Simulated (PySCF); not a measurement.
Compound: C6H12P2.
Geometry (PBE0-D3(BJ)/def2-SVP, Å), atoms numbered from 1 in this order:
```
atom  x, y, z in Å
C1    -2.533   -1.263   -0.097
P2    -1.937    0.400    0.480
P3    -2.457    1.550   -1.364
C4    -0.149    0.203    0.201
C5     0.679    0.970   -0.527
C6     2.109    0.518   -0.424
C7     2.084   -0.439    0.779
C8     0.621   -0.894    0.905
H9    -2.174   -1.527   -1.104
H10   -2.195   -2.027    0.620
H11   -3.634   -1.267   -0.090
H12   -2.122    2.821   -0.798
H13   -3.830    1.682   -0.984
H14    0.369    1.801   -1.167
H15    2.416    0.008   -1.357
H16    2.815    1.355   -0.288
H17    2.367    0.116    1.687
H18    2.788   -1.279    0.679
H19    0.306   -1.036    1.952
H20    0.444   -1.859    0.393
```

Computed with PySCF at PBE0/pcSseg-1 and PBE0/def2-SVPD, non-relativistic, on one gas-phase PBE0-D3(BJ)/def2-SVP geometry that isn't relaxed in the solvent. The solvent is an IEF-PCM continuum (van der Waals radii × 1.2). The model holds no explicit solvent molecules, cavitation or dispersion.

Gas phase at PBE0/pcSseg-1: HOMO -6.14 eV, LUMO -0.03 eV, dipole 0.99 D.

What does the continuum do to the energy, the frontier levels and the dipole at PBE0/pcSseg-1 in chloroform?

```csv
solvent,ε,E(solvent) − E(gas) (kcal/mol),polarisation term (kcal/mol),distortion of the solute (kcal/mol),HOMO (eV),LUMO (eV),dipole (D)
chloroform,4.711,-2.67,-2.91,0.24,-6.17,0.00,1.13
```

The polarisation term is half the interaction of the solute with the surface charges that it induces; the rest is the cost of distorting the solute's density. The sum is the electrostatic part of solvation alone.

Give the dipole vector in the frame of the coordinates (D, pointing from negative to positive charge), gas and chloroform.

Gas (0.59, -0.79, 0.06), solvent (0.62, -0.95, 0.03). Its length changes by +14 % and its direction by 4°.

Which Hirshfeld charges (PBE0/pcSseg-1) respond most in chloroform (means over atoms taken as equivalent)?

```json
{"atoms": "P2", "environment": "three-coordinate phosphorus", "gas (e)": "+0.099", "solvent (e)": "+0.084", "change": "-0.015"}
{"atoms": "P3", "environment": "three-coordinate phosphorus", "gas (e)": "+0.026", "solvent (e)": "+0.015", "change": "-0.011"}
{"atoms": "H12/H13", "environment": "P–H hydrogen", "gas (e)": "-0.013", "solvent (e)": "-0.007", "change": "+0.006"}
{"atoms": "C4", "environment": "fully substituted alkene carbon", "gas (e)": "-0.063", "solvent (e)": "-0.066", "change": "-0.003"}
{"atoms": "H9/H10/H11", "environment": "methyl hydrogen", "gas (e)": "+0.041", "solvent (e)": "+0.044", "change": "+0.003"}
{"atoms": "C5", "environment": "alkene CH carbon", "gas (e)": "-0.057", "solvent (e)": "-0.060", "change": "-0.003"}
```

Gas phase at PBE0/def2-SVPD: HOMO -6.10 eV, LUMO -0.06 eV, dipole 1.11 D.

What does the continuum do to the energy, the frontier levels and the dipole at PBE0/def2-SVPD in chloroform?

| solvent | ε | E(solvent) − E(gas) (kcal/mol) | polarisation term (kcal/mol) | distortion of the solute (kcal/mol) | HOMO (eV) | LUMO (eV) | dipole (D) |
| --- | --- | --- | --- | --- | --- | --- | --- |
| chloroform | 4.711 | -2.39 | -2.67 | 0.28 | -6.13 | -0.04 | 1.35 |

How does the static polarisability (PBE0/def2-SVPD, frozen core, with the continuum's full static response) change?

```csv
medium,isotropic (au),principal values (au),⟨r²⟩ of the electrons (bohr²)
gas,126.3,"97.0, 131.8, 149.9",1643.6
chloroform,165.6,"129.8, 178.3, 188.7",1642.8
```

The isotropic value in chloroform is 1.31 times the gas-phase one; no cavity-field correction is applied. ⟨r²⟩ is taken about the centre of nuclear charge.

On one thread of an Arm Neoverse V1, shared host with 32 logical CPUs at a one-minute load of 26, this took 37 s and 1.1 GiB of memory at its peak. This is the whole shielding run at PBE0/pcSseg-1 in chloroform, SCF included.
